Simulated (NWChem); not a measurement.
System: CH2Cl2O2Si; SMILES O=C[Si](O)(Cl)Cl

```xyz
8

O      0.3432    -2.6456     0.0000
C      0.9352    -1.5797     0.0000
Si    -0.1688    -0.0045     0.0000
O     -1.7020    -0.5817     0.0000
Cl     0.2139     1.1314     1.6734
Cl     0.2139     1.1314    -1.6734
H      2.0460    -1.5511     0.0000
H     -1.6978    -1.5577     0.0000
```
Atoms are numbered in this order, from 1.

Computed with NWChem. Coordinates come from a B3LYP/6-31G* (spherical d) optimisation.

For level B3LYP/def2-SVP:

```yaml
highest occupied level (eV): -7.51
orbital gap (eV): 5.08
```

Problem. How do the values read with level BP86/def2-SVP instead?

Solution. 
| Property | Result |
|---|---|
| highest occupied level (eV) | -6.33 |
| orbital gap (eV) | 2.90 |
